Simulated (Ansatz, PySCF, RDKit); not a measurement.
Dimer: CH3F (SMILES CF) (first 5 atoms) with C2H3N (SMILES CC#N); geometry from B3LYP-D3(BJ)/def2-TZVP.
(charge 0, multiplicity 1):
| atom | x (Å) | y (Å) | z (Å) |
|---|---|---|---|
| C | 0.3729 | 0.5925 | -0.1777 |
| F | 1.1632 | -0.2915 | 0.5656 |
| H | -0.1778 | 1.2259 | 0.5152 |
| H | 1.0306 | 1.1901 | -0.8090 |
| H | -0.3111 | 0.0062 | -0.7914 |
| C | 1.0554 | -0.3338 | 3.8062 |
| C | 0.1440 | 0.7265 | 3.4096 |
| N | -0.5750 | 1.5619 | 3.0829 |
| H | 1.4032 | -0.8583 | 2.9169 |
| H | 1.9133 | 0.0867 | 4.3315 |
| H | 0.5482 | -1.0375 | 4.4667 |

Monomers are frozen at their geometry in the pair; levels with a basis set take the counterpoise correction. RDKit's UFF carries no charges.

Programs: Ansatz (Gaussian basis) for Hartree–Fock, density functionals and correlated methods; PySCF for the dispersion terms; RDKit for the force fields. Each number belongs to the level named beside it.

**Question.** One of these levels gives -15.3 kJ/mol for the interaction energy. Which?
A. BHLYP-D3(BJ)/def2-TZVPPD
B. UFF
C. revPBE-D4/def2-TZVPPD
D. B97M-V/def2-TZVPPD

**Answer.** D, B97M-V/def2-TZVPPD. The others give 0.8 (UFF), -13.2 (revPBE-D4/def2-TZVPPD), -17.1 (BHLYP-D3(BJ)/def2-TZVPPD)

Ansatz is a quantum-chemistry and plane-wave program.
